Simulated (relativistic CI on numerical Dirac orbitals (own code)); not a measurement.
# Ru+: M2,3 absorption edge

Computed with this model: Dirac-Coulomb-Breit CI, separate exchange-only KLI orbitals for each configuration, model QED (radiative potential, 1s self-energy scaled to tabulated hydrogen-like ionisation energies), valence Slater integrals scaled by 0.7, multiplet model of core-to-valence dipole absorption; configurations [Kr] 4d7 → [Ne] 3s2 3p5 3d10 4s2 4p6 4d8; 300 K; Lorentzian 2 eV and Gaussian 0.4 eV FWHM. Energies are those of the free ion, without screening or charge transfer. The branching ratio is the share of the lower-energy edge in the whole absorption, uncertain by about 0.02 where the edges overlap. S is read from ⟨S²⟩ = S(S + 1).

Field parameters in Wybourne normalisation: Td as Oh with Dq negative (B⁴₀ = 21Dq, B⁴₄ = √(5/14) B⁴₀). The field is a parameter set, without covalency.

free ion: ground-state S = 1.48, centroid 465.33 eV, branching ratio 0.906. Peaks (eV, height): 463.2 (100), 485.8 (11).

Td, 10Dq = -3450 cm⁻¹: ground-state S = 1.49, centroid 467.47 eV, branching ratio 0.821. Peaks (eV, height): 463.2 (100), 486.0 (22).

Td, 10Dq = -7300 cm⁻¹: ground-state S = 1.49, centroid 468.52 eV, branching ratio 0.784. Peaks (eV, height): 463.5 (100), 486.2 (28).

Td, 10Dq = -11150 cm⁻¹: ground-state S = 1.50, centroid 469.04 eV, branching ratio 0.770. Peaks (eV, height): 463.8 (100), 486.5 (30).

Td, 10Dq = -15000 cm⁻¹: ground-state S = 1.50, centroid 469.42 eV, branching ratio 0.762. Peaks (eV, height): 464.0 (100), 486.5 (32).

The statistical ratio of this edge is 2/3 = 0.667. Values above it arise where the holes sit mainly in the j = l + 1/2 valence subshell or the ground state has high spin; values below it where core-valence Coulomb terms move weight to the upper edge, as in nearly empty shells.

Strongest unbroadened transitions for Td, 10Dq = -11150 cm⁻¹:

```tsv
Energy (eV)	Relative strength
463.60	46.9
463.63	100.0
463.66	84.7
463.73	25.8
463.79	4.7
463.83	29.0
463.91	37.7
463.95	4.6
464.00	11.1
464.03	10.8
464.24	22.5
465.87	1.6
465.89	2.6
466.02	2.0
486.26	30.7
486.35	38.2
486.50	3.1
486.55	39.2
```
